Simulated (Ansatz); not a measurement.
Consider the ligand exchange at the Si–Se bond: `C=N[SiH2][SeH]` + `O[SiH3]` → `C=N[SiH2]O[SiH3]` + H₂Se.

Calculated with Ansatz (gas phase, PBE0-D4/def2-TZVP geometries, no zero-point term in ΔE). CCSD(T)/CBS is the MP2 limit (def2-TZVPP, def2-QZVPP) plus CCSD(T) − MP2 in def2-TZVPP, frozen cores. DFT in def2-TZVPP. HSE06 is defined as in plane-wave codes. For Se outer-core shells are correlated without core-valence functions, which leaves a few kJ/mol of doubt a bond. Scalar relativity is left out up to krypton. Each species was taken in one conformer, which may not be the lowest.

Problem. Is it downhill or uphill in electronic energy at CCSD(T)/CBS, and by how much? (Best estimate.)

Solution. The calculation gave: Downhill: ΔE = -11.6 kcal/mol.

Problem. What do these levels give: PBE-D4, r2SCAN-D4, B97M-V, HSE06-D4, CAM-B3LYP-D4, ωB97X-V, revPBE, CCSD(T)/def2-SVP, MP2/def2-TZVPP, SCS-MP2/def2-TZVPP, CCSD(T)/def2-TZVPP, CCSD/CBS(def2)? (Estimate.)

Solution. Computed: PBE-D4 -8.1, r2SCAN-D4 -11.1, B97M-V -13.0, HSE06-D4 -9.3, CAM-B3LYP-D4 -14.5, ωB97X-V -12.3, revPBE -7.7, CCSD(T)/def2-SVP -13.4, MP2/def2-TZVPP -11.4, SCS-MP2/def2-TZVPP -13.0, CCSD(T)/def2-TZVPP -12.6, CCSD/CBS(def2) -12.5 kcal/mol.

Largest T1 diagnostic among the species: 0.013.

From BLYP to BHLYP (50 % exact exchange), in def2-TZVPP and without D4, ΔE moves by −2.8 kcal/mol. In def2-TZVPP, CCSD(T) changes the Hartree–Fock value by +4.4 kcal/mol (the triples alone add +0.9 kcal/mol) and MP2 by +5.6 kcal/mol. At CCSD(T), def2-SVP lies −1.8 kcal/mol from the extrapolated value and def2-TZVPP −1.0 kcal/mol.
